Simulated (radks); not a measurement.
Species: the xenon ion Xe3+. Configuration: [Kr] 4d10 5s2 5p2 5d1 (not the ground configuration).

All-electron calculation, Dirac Kohn-Sham, BLYP, spin-unpolarised, spherical densities, point nucleus; open shells fill j = l - 1/2 first. Program: a radial shooting solver on a logarithmic mesh with Libxc functionals.

Energy parts (hartree):
total: -7448.01139
kinetic: 7913.87870
electron-nucleus: -18044.20024
Hartree: 2869.03845
exchange-correlation: -186.72830

Orbitals (lengths in bohr, moments of r in powers of bohr):
| orbital | occ. | eigenvalue (hartree) | <1/r> | <r^4> | <r> | small-component weight |
|---|---|---|---|---|---|---|
| 1s1/2 | 2 | -1263.771 | 58.12 | 2.434e-06 | 0.02665 | 3.96e-02 |
| 2s1/2 | 2 | -197.7357 | 13.59 | 0.0004110 | 0.1142 | 8.50e-03 |
| 2p1/2 | 2 | -185.8668 | 13.57 | 0.0002616 | 0.09619 | 8.53e-03 |
| 2p3/2 | 4 | -173.9303 | 12.47 | 0.0003163 | 0.1020 | 8.09e-03 |
| 3s1/2 | 2 | -41.49123 | 4.858 | 0.01749 | 0.3061 | 2.53e-03 |
| 3p1/2 | 2 | -36.55782 | 4.770 | 0.01659 | 0.2962 | 2.48e-03 |
| 3p3/2 | 4 | -34.29109 | 4.498 | 0.01920 | 0.3079 | 2.35e-03 |
| 3d3/2 | 4 | -25.60666 | 4.356 | 0.01543 | 0.2787 | 2.24e-03 |
| 3d5/2 | 6 | -25.12750 | 4.286 | 0.01615 | 0.2824 | 2.20e-03 |
| 4s1/2 | 2 | -8.55684 | 1.970 | 0.4925 | 0.7161 | 7.40e-04 |
| 4p1/2 | 2 | -6.80946 | 1.862 | 0.6047 | 0.7449 | 6.77e-04 |
| 4p3/2 | 4 | -6.35530 | 1.773 | 0.6997 | 0.7727 | 6.39e-04 |
| 4d3/2 | 4 | -3.52608 | 1.534 | 1.274 | 0.8657 | 4.98e-04 |
| 4d5/2 | 6 | -3.45231 | 1.512 | 1.337 | 0.8762 | 4.88e-04 |
| 4f5/2 | 0 | -0.62117 | 0.7528 | 48.95 | 1.859 | 1.42e-04 |
| 4f7/2 | 0 | -0.61804 | 0.7461 | 50.30 | 1.874 | 1.40e-04 |
| 5s1/2 | 2 | -1.89895 | 0.7600 | 16.47 | 1.734 | 1.56e-04 |
| 5p1/2 | 2 | -1.44785 | 0.6708 | 26.85 | 1.945 | 1.25e-04 |
| 5p3/2 | 0 | -1.38295 | 0.6442 | 30.76 | 2.014 | 1.18e-04 |
| 5d3/2 | 1 | -0.78156 | 0.4703 | 107.3 | 2.720 | 6.72e-05 |
| 5d5/2 | 0 | -0.77435 | 0.4657 | 111.0 | 2.745 | 6.63e-05 |
| 6s1/2 | 0 | -0.70281 | 0.3471 | 334.5 | 3.742 | 4.43e-05 |
| 6p1/2 | 0 | -0.57103 | 0.3077 | 554.0 | 4.236 | 3.67e-05 |
| 6p3/2 | 0 | -0.55501 | 0.2997 | 611.1 | 4.343 | 3.54e-05 |

The highest occupied level is 5d3/2 at -21.267 eV. The configuration is held as typed, so some empty levels lie below it. Summed over all electrons, <r^2> = 39.53 bohr^2, which gives a Langevin (diamagnetic) susceptibility term of -31.3 x 10^-6 cm^3/mol.
